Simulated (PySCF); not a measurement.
B(F)(Cl)(OMe) (CH3BClFO), SMILES O(C)B(F)Cl.

The structure is a stationary point at r2SCAN-D4/def2-SVP. The values are those of a single conformer.

The numbers are results of PySCF with PBE0/def2-TZVP, not measurements.

Computed frontier levels, gap, dipole moment and polarisability:
```yaml
highest_occupied_level: -9.30 eV
lowest_empty_level: 0.53 eV
orbital_gap: 9.83 eV
dipole_moment: 2.43 D
quadrupole, principal values (traceless, Buckingham form, about the centre of nuclear charge): -4.72, 1.43, 3.30 D·Å
mean_static_polarisability: 41.0 bohr³ (6.08 Å³)
polarisability_principal_values: 32.4, 41.6, 49.1 bohr³
```
